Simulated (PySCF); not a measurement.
PySCF job for Al(F)2(SH) (AlF₂HS), SMILES [F][Al]([F])[SH], B3LYP-D3(BJ)/def2-SVP. Coordinates come from a B3LYP-D3(BJ)/def2-SVP optimisation. One conformer was computed; it need not be the lowest.

```python
import numpy as np
from pyscf import gto, scf, dft, df
from pyscf.hessian import thermo

mol = gto.M(
    atom='''
    Al   -0.00388993   -0.45345503    0.00000000
    F    -1.38801461   -1.35799033    0.00000000
    F     1.46176865   -1.22323447    0.00000000
    S    -0.11547177    1.70605487    0.00000000
    H     1.23433107    1.82906071    0.00000000
    ''',
    basis='def2-SVP',
    charge=0,
    spin=0,
    max_memory=1600,
    verbose=3,
)
mf = dft.RKS(mol, xc='b3lyp').density_fit(auxbasis='def2-universal-jkfit')
mf.disp = 'd3bj'
mf.grids.level = 3
mf.conv_tol = 1e-11
mf.max_cycle = 100
mf.kernel()

# [left out here: the lines that compute and print the analytic Hessian (its translational invariance restored by hand, since the grid's response is missing), thermochemistry and intensities]
```

Program output:

```
converged SCF energy = -840.78227620737

WARN: DFTD3 does not support analytical Hessian, using finite difference


WARN: Mole.unit (angstrom) is changed to Bohr

Mode                                 0                   1                   2
Irrep
Freq [cm^-1]                      161.0940            230.3625            251.9135
Reduced mass [au]                  11.2378             19.0425              2.9688
Force const [Dyne/A]                0.1718              0.5954              0.1110
Char temp [K]                     231.7784            331.4404            362.4474
Normal mode                   x     y     z       x     y     z       x     y     z
       0  Al                -0.08 -0.00  0.00    0.00 -0.05  0.00   -0.00 -0.00 -0.14
       1   F                -0.01 -0.12 -0.00   -0.10  0.10 -0.00   -0.00  0.00  0.08
       2   F                -0.02  0.12 -0.00    0.09  0.11 -0.00    0.00  0.00  0.06
       3   S                 0.08  0.01 -0.00    0.00 -0.08 -0.00    0.00 -0.00  0.01
       4   H                 0.10 -0.19 -0.00    0.00 -0.07 -0.00    0.00 -0.00  0.56
Mode                                 3                   4                   5
Irrep
Freq [cm^-1]                      257.0073            478.0511            665.4031
Reduced mass [au]                   1.5474             13.3826              1.1313
Force const [Dyne/A]                0.0602              1.8019              0.2951
Char temp [K]                     369.7763            687.8090            957.3669
Normal mode                   x     y     z       x     y     z       x     y     z
       0  Al                -0.00 -0.00 -0.09    0.00 -0.10 -0.00    0.00  0.00 -0.00
       1   F                -0.00  0.00  0.02   -0.08 -0.04  0.00    0.00  0.01  0.00
       2   F                 0.00  0.00  0.06    0.08 -0.03  0.00    0.04 -0.03  0.00
       3   S                 0.00 -0.00  0.05   -0.00  0.11  0.00   -0.03  0.04  0.00
       4   H                 0.00 -0.00 -0.79   -0.01  0.19 -0.00    0.07 -0.93  0.00
Mode                                 6                   7                   8
Irrep
Freq [cm^-1]                      827.2623            966.8210           2663.3230
Reduced mass [au]                  20.6095             18.5965              1.0380
Force const [Dyne/A]                8.3101             10.2418              4.3380
Char temp [K]                    1190.2463           1391.0401           3831.9288
Normal mode                   x     y     z       x     y     z       x     y     z
       0  Al                -0.01  0.12 -0.00   -0.14 -0.01  0.00   -0.00 -0.00  0.00
       1   F                -0.10 -0.07  0.00    0.09  0.06 -0.00    0.00  0.00 -0.00
       2   F                 0.11 -0.06  0.00    0.10 -0.05 -0.00    0.00  0.00  0.00
       3   S                 0.00 -0.03  0.00    0.00 -0.00  0.00   -0.03 -0.00  0.00
       4   H                -0.00  0.05  0.00   -0.01  0.10 -0.00    0.98  0.10 -0.00
temperature 298.1500 [K]
pressure 101325.00 [Pa]
Rotational constants [GHz] 6.38988 3.05318 2.06601
Symmetry number 1
Zero-point energy (ZPE) 0.01481 [Eh]   38886.038 [J/mol]
                           tot       elec      trans        rot        vib
Entropy [J/mol/K]       315.099      0.000    165.934    110.795     38.370
Cv [J/mol/K]             68.514      0.000     12.472     12.472     43.570
Cp [J/mol/K]             76.828      0.000     20.786     12.472     43.570
Internal energy [J/mol]                      3718.434   3718.434  45660.993
Internal energy [Eh]   -840.76205  -840.78228
Enthalpy [J/mol]                             6197.391   3718.434  45660.993
Enthalpy [Eh]          -840.76111
Gibbs free energy [J/mol]                  -43275.835 -29315.071  34221.082
Gibbs free energy [Eh] -840.79689
mode   freq/cm-1   IR/(km/mol)
   1      161.09        10.967
   2      230.36        33.958
   3      251.91        23.654
   4      257.01        67.646
   5      478.05        28.391
   6      665.40         4.339
   7      827.26       152.812
   8      966.82       113.238
   9     2663.32         0.451
max |gradient| / (hartree/bohr): 0.00034851028510807724
APT charges: [ 1.5572 -0.6104 -0.6125 -0.3987  0.0644]
```

The run converged.
